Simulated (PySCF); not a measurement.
# Which determinant of KGe lies lowest?

Unrestricted PBE0; PySCF, no relativity, basis sets K def2-SVP, Ge def2-SVP. Outer shells of the fragments: K 4s1; Ge 3d10 4s2 4p2.

Followed along the bond (rough minima from three points):

| 2Ms+1 | unpaired | ⟨S²⟩ at the start | R at minimum (Å) | Te (eV) |
| --- | --- | --- | --- | --- |
| 4 | σ ↑, π ↑↑ | 3.75 | 3.10 | 0.00 |
| 2 | σ ↓, π ↑↑ | 1.76 | 3.15 | 0.53 |
| 2 | σ ↑, π ↑↓ | 1.76 | 3.12 | 0.54 |
| 2 | π ↑ | 0.79 | 3.38 | 0.72 |
| 2 | σ ↑ | 0.75 | 3.12 | 1.36 |

Solutions found at the starting distance of 3.105 Å, counted from the lowest of them; the search is not exhaustive and high or unbound solutions are not listed, so other states can lie among these:

```tsv
2Ms+1	unpaired	term	E (eV)	⟨S²⟩	⟨Lz²⟩	μ (D)
4	σ ↑, π ↑↑	⁴Σ⁻	0.00	3.75	0.00	-9.39
2	σ ↓, π ↑↑	mixed	0.53	1.76	0.00	-8.51
2	σ ↑, π ↑↓	mixed	0.54	1.76	2.01	-8.99
2	π ↑	²Π	0.80	0.79	1.00	-6.53
2	σ ↑	mixed	1.36	0.75	2.00	-8.67
2	π ↑	²Π	1.76	0.76	1.02	-9.45
4	σ ↑↑, π ↑	⁴Π	1.83	3.75	1.00	3.60
4	σ ↑, π ↑↑	mixed	3.20	3.75	2.01	1.37
4	π ↑↑↑	⁴Π	3.45	3.75	1.00	1.35
```

A term symbol is given only where ⟨S²⟩ and ⟨Lz²⟩ are close to those of a pure state; real π, δ and φ orbitals otherwise mix terms. A positive dipole means K(−)Ge(+).

Spin–orbit coupling is left out.
